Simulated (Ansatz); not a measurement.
Cost and result for the atomization energy of C$_{8}$H$_{16}$O (`CCCCC(C=O)CC`) (25 atoms, 24 bonds).

```xyz
25

C     2.786    1.086   -1.384
C     2.398    1.198    0.081
C     0.896    1.284    0.320
C     0.125    0.041   -0.098
C    -1.358    0.130    0.236
C    -1.574    0.128    1.728
O    -2.458    0.713    2.291
C    -2.196   -0.994   -0.396
C    -1.819   -2.404    0.031
H     2.382    1.923   -1.962
H     3.871    1.092   -1.506
H     2.414    0.163   -1.836
H     2.802    0.343    0.635
H     2.872    2.087    0.510
H     0.717    1.477    1.385
H     0.490    2.153   -0.212
H     0.562   -0.837    0.396
H     0.233   -0.130   -1.173
H    -1.761    1.081   -0.130
H    -0.853   -0.491    2.311
H    -3.247   -0.807   -0.158
H    -2.102   -0.904   -1.483
H    -0.784   -2.644   -0.222
H    -1.942   -2.552    1.107
H    -2.456   -3.136   -0.471
```

Total charge 0; spin multiplicity 1. The geometry is a stationary point of PBE0-D4/def2-TZVP. It is one conformer, not always the lowest. Program: Ansatz. All runs use 4 threads of an AMD EPYC 7R13 on a shared host and a share of an NVIDIA H100 80 GB. Times are those of one run each, without the atoms' runs, and a repeat can differ threefold. Electronic energies, without spin–orbit coupling; frozen cores. CCSD(T)/CBS adds CCSD(T) − MP2 in def2-TZVPP to the MP2 limit, and its time is that of the two runs behind it. T1 = 0.011. B3LYP takes the VWN-RPA correlation (the form of Gaussian; ORCA's B3LYP/G).

CCSD(T)/CBS is a level of theory with its own doubt, some kJ/mol a heavy atom from the limit and from the frozen cores, so smaller differences don't rank the functionals.

```tsv
level	functions	wall time
PBE0-D4/def2-TZVPP	503	8.5 s
B2PLYP/def2-TZVPP	503	8.5 s
r2SCAN-D4/def2-TZVPP (with forces)	503	9 s
PBE-D4/def2-TZVPP (with forces)	503	10 s
B3LYP-D4/def2-TZVPP (with forces)	503	11 s
ωB97X-V/def2-TZVPP	503	11 s
ωB97M-V/def2-TZVPP (with forces)	503	11 s
MP2/def2-QZVPP	993	16 s
CCSD(T)/def2-TZVPP	503	51 s
CCSD(T)/CBS(def2)	–	67 s
```

Problem. What atomization energy does each give, and how far from CCSD(T)/CBS? (An estimate is asked.)

Solution. Computed: 
| level | atomization (kcal/mol) | difference from CCSD(T)/CBS | per bond |
| --- | --- | --- | --- |
| PBE0-D4/def2-TZVPP | 2461.3 | 19.6 | 0.8 |
| B2PLYP/def2-TZVPP | 2419.2 | -22.5 | -0.9 |
| r2SCAN-D4/def2-TZVPP (with forces) | 2448.6 | 6.9 | 0.3 |
| PBE-D4/def2-TZVPP (with forces) | 2494.7 | 53.0 | 2.2 |
| B3LYP-D4/def2-TZVPP (with forces) | 2443.3 | 1.6 | 0.1 |
| ωB97X-V/def2-TZVPP | 2446.2 | 4.5 | 0.2 |
| ωB97M-V/def2-TZVPP (with forces) | 2449.2 | 7.5 | 0.3 |
| MP2/def2-QZVPP | 2451.2 | 9.5 | 0.4 |
| CCSD(T)/def2-TZVPP | 2390.3 | -51.4 | -2.1 |
| CCSD(T)/CBS(def2) | 2441.7 | 0.0 | 0.0 |

From PBE to PBE0 (25 % exact exchange), in def2-TZVPP and without D4, the atomization energy moves by −31.4 kcal/mol: exact exchange takes away binding that semilocal exchange gives to molecules. The D4 term adds +20.7 kcal/mol with B3LYP and +11.2 kcal/mol with PBE0; it sums over pairs of atoms, weighted by their polarisabilities, and B3LYP, whose exchange is more repulsive, gets the larger term. In def2-TZVPP, CCSD(T) changes the Hartree–Fock value by +561.5 kcal/mol (the triples alone add +31.8 kcal/mol) and MP2 by +592.3 kcal/mol; breaking electron pairs costs correlation energy, which Hartree–Fock lacks.
